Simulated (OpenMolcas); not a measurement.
W3+ among 4 point charges of -2 e arranged as a tetrahedron (Td), 2.43 Å from the ion.

```
Program             : OpenMolcas
Method              : SS-CASPT2, IPEA 0.25 Eh, imaginary shift 0.1 Eh (closed shells correlated: 4f 5s 5p)
Basis               : ANO-RCC-VDZP [7s6p4d2f1g]
Scalar Hamiltonian  : DKH2, point nucleus
Active space        : 3 electrons in 5 orbitals (5d)
State averaging     : 2S+1 = 4 even, 10 roots; 2S+1 = 2 even, 40 roots
Spin-orbit coupling : RASSI with atomic mean-field integrals over the reference wave functions
```

(1) What is the spin-free ground state (labels of Td)?

(2) Where is the first state of the same spin?

(3) What are the lowest two levels with spin-orbit coupling?

(4) What is χT at 300 K?

## Answers

(1) 4T1, 3-fold in its orbital part, 99 % from free-ion F terms; it has the highest spin that d3 allows.

(2) 4T2 at 2030 cm-1 above the ground state.

(3) A 4-fold level Γ8, then a 2-fold level Γ7 3390 cm-1 above it. Their leading multiplicities are 4 (88 %) and 4 (97 %).

(4) 0.12 cm3 K/mol.

Roots that are degenerate in the reference are averaged as groups; the widest CASPT2 spread within a group is 200 cm-1 (the 3-fold group of multiplicity 4 near 2030 cm-1 above the lowest state of its run). Shifts and gaps below about the spread of the groups concerned are not significant. Spin-orbit coupling mixes the spin-free states strongly: the lowest level takes only 55 % from its leading state, 4T1. Point charges give a weaker field than real ligands, and real ions of this kind are as a rule low spin; the high spin found here belongs to the model. The ground term spreads over less than 5000 cm-1, several times less than with real ligands, so orbital moments are less quenched and χT lies further from the spin-only value than at real sites. Free-ion shares, where given, are those of the reference states; single-state CASPT2 does not remix them. This is an electrostatic model: the charges have no orbitals. No measured value stands beside these numbers.
